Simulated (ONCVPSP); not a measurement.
What one change does to a pseudopotential (bismuth (Bi), ONCV)

Bi (Z = 83), optimised norm-conserving Vanderbilt (ONCV), made with ONCVPSP 4.0.1 (LDA (Perdew-Zunger), scalar-relativistic). Core [Kr] 4d10 4f14, reference 5s2 5p6 5d10 6s1.5 6p3.5. Waves: 5s+6s: rc 1.40 bohr, ncon 4, nbas 7, qcut 8 1/bohr, 2 projectors; 5p+6p: rc 1.65 bohr, ncon 4, nbas 7, qcut 9.4 1/bohr, 2 projectors; 5d: rc 1.80 bohr, ncon 4, nbas 9, qcut 10.6 1/bohr, 2 projectors, debl 1.8 Ha. Local part: polynomial inside 1.15 bohr (lpopt 5, dvloc0 6 Ha). Core correction: Teter function fitted to the true core (icmod 2), fcfact 0.65.

Change: d: rc 2.56.

Cutoffs: the cutoffs (Ha) at which the residual kinetic energy of the hardest occupied pseudo-wave falls to 1 and 0.1 mHa per electron; they do not see the model core or the augmentation charge, which bear on the density cutoff. Errors are all-electron minus pseudo energies relative to the spin-unpolarised reference configuration.

How do hardness, ghosts and transferability respond?

The potential gets neither clearly harder nor softer (30 Ha and 43 Ha → 34 Ha and 43 Ha); of the 4 tests that both files solve, the error grows in 2 and shrinks in 1 by more than 15 % and 0.3 meV (median size 6.3 → 5.4 meV); neither file shows a bound ghost.

```tsv
quantity	base	changed
cutoff, loose	30 Ha	34 Ha
cutoff, tight	43 Ha	43 Ha
loose cutoff by channel	s 28 Ha, p 20 Ha, d 30 Ha	s 28 Ha, p 20 Ha, d 34 Ha
bound ghosts	none	none
GHOST(+) flags under 300 eV	none	none
error for 5s2 5p6 5d10 6s2 6p3, meV [ΔE -5.04 eV]	+0.7	+1.5
error for 5s2 5p6 5d10 6s2 6p2, meV [ΔE 3.11 eV]	-2.6	-2.0
error for 5s2 5p6 5d10 6s2 6p1, meV [ΔE 18.68 eV]	-9.9	-8.8
error for 5s2 5p6 5d9 6s2 6p4, meV [ΔE 19.08 eV]	-15	-346
s: phases at 1.42 bohr within 0.05 rad from the reference energy up to (Ha; the scan ends near 5)	to the end of the scan	to the end of the scan
p: phases at 1.68 bohr within 0.05 rad from the reference energy up to (Ha; the scan ends near 5)	to the end of the scan	to the end of the scan
rms error of d²Exc/dni dnj with the model core, mHa	0.76	1.49
```
